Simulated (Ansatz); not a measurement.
```yaml
crystal:
  periodic: [false, false, false]
  atoms:
    - {symbol: F, position_ang: [-1.776078, -1.530721, 0.314858]}
    - {symbol: Si, position_ang: [-1.087364, -0.143065, -0.069045]}
    - {symbol: Si, position_ang: [1.104261, 0.206974, 0.294383]}
    - {symbol: Se, position_ang: [0.304660, -0.154008, -1.849000]}
    - {symbol: H, position_ang: [-2.154075, 0.877573, -0.069664]}
    - {symbol: H, position_ang: [1.693232, 1.548081, 0.521726]}
    - {symbol: H, position_ang: [1.976663, -0.872933, 0.811043]}
basis:
  gaussian: {orbitals: cc-pVDZ}
hamiltonian: {xc: {name: PBE0}, dispersion: rvv10}
output: {forces: true}
```

```sh
$ ansatz run in.yaml --threads 2 --pin off --events-out ev --progress --plain --max-ram 4352MiB
```

Problem. How does Ansatz answer? (An estimate is asked.)

Solution. Ansatz gave: The program refused the input.
```
Error: inconsistent input (hamiltonian.dispersion, hamiltonian.xc): `dispersion: rvv10` has no transferable b for PBE exchange — Sabatini et al. (2013) fitted b=6.3 to rPW86, and the PBE refits of Peng & Perdew (2017) are task-dependent (b=6.6 S22 / b=10.0 layered). Use `xc: {exchange: rpw86, correlation: pbe}` for the original rVV10 or `xc: r2scan` for the r²SCAN+rVV10 pairing
```
